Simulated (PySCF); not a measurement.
Compound: C₄HBCl₂O.
Bonds: C1–C2 (triple), C2–C3, C3–C4 (double), C4–O5 (double), C3–B6, B6–Cl7, B6–Cl8. Hydrogens: H9 on C1.

The calculation used PBE0-D3(BJ)/def2-SVP geometry optimisation, gas phase (PySCF).

Question: List the bond lengths, angles and torsions at this level.

Answer: 
| bond | length (bohr) | order |
| --- | --- | --- |
| C1≡C2 | 2.290 | triple |
| C2–C3 | 2.694 | single |
| C3=C4 | 2.540 | double |
| C4=O5 | 2.168 | double |
| C3–B6 | 2.901 | single |
| B6–Cl7 | 3.294 | single |
| B6–Cl8 | 3.326 | single |
| C1–H9 | 2.031 | single |

Orders are formal, as drawn. A selection of angles:
| angle | degrees |
| --- | --- |
| C2–C1–H9 | 179.8 |
| C1–C2–C3 | 178.8 |
| C2–C3–C4 | 118.4 |
| C2–C3–B6 | 125.3 |
| C4–C3–B6 | 116.3 |
| C3–C4–O5 | 179.2 |
| C3–B6–Cl7 | 120.1 |
| Cl7–B6–Cl8 | 119.8 |

Dihedral angles: C2–C3–B6–Cl7 -1° (synperiplanar).

The C–C distances run from 1.212 Å (C1≡C2, drawn triple) to 1.426 Å (C2–C3, drawn single), a spread of 0.214 Å. The 8 heavy atoms lie in one plane (0.011 Å rms). B6 (three-coordinate boron) is planar (angles 120.2°, 120.1° and 119.8°, sum 360.0°, 0.00 Å off the plane of its three neighbours).

Point group: Cs (every atom within 0.08 Å of its image). No frequency check.
